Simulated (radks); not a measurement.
Results of a calculation; reference values are marked as such.
Hg II, 79 electrons, occupied as [Xe] 4f14 5d10 6s(up 1, down 0).

Level of theory: scalar-relativistic Kohn-Sham, BLYP, spin-polarised, spherical densities, finite nucleus; Fermi nuclear charge, rms radius 5.4648 fm (a radial shooting solver on a logarithmic mesh with Libxc functionals).

Energy parts (eV):
total: -533849.69
kinetic: 598927.69
electron-nucleus: -1328890.87
Hartree: 206209.37
exchange-correlation: -10095.88

Orbitals (lengths in bohr, moments of r in powers of bohr):
orbital	occ.	eigenvalue (eV)	<r>
1s up	1	-83152.67	0.01659
1s down	1	-83152.65	0.01659
2s up	1	-14746.01	0.06993
2s down	1	-14746.01	0.06993
2p up	3	-12722.17	0.06328
2p down	3	-12722.16	0.06328
3s up	1	-3505.944	0.1807
3s down	1	-3505.933	0.1807
3p up	3	-2920.915	0.1821
3p down	3	-2920.904	0.1821
3d up	5	-2304.015	0.1650
3d down	5	-2304.006	0.1650
4s up	1	-777.5168	0.3993
4s down	1	-777.5001	0.3993
4p up	3	-585.6298	0.4255
4p down	3	-585.6105	0.4255
4d up	5	-357.6055	0.4490
4d down	5	-357.5828	0.4489
4f up	7	-104.8079	0.4826
4f down	7	-104.7826	0.4826
5s up	1	-127.1206	0.9014
5s down	1	-127.0884	0.9013
5p up	3	-75.5121	1.040
5p down	3	-75.4552	1.039
5d up	5	-18.8130	1.480
5d down	5	-18.5376	1.469
6s up	1	-15.0475	2.512
6s down	0	-14.4049	2.530

The highest occupied level is 6s up at -15.048 eV. The electron density at the nucleus is 2.502e+06 e/bohr^3 (large components only).
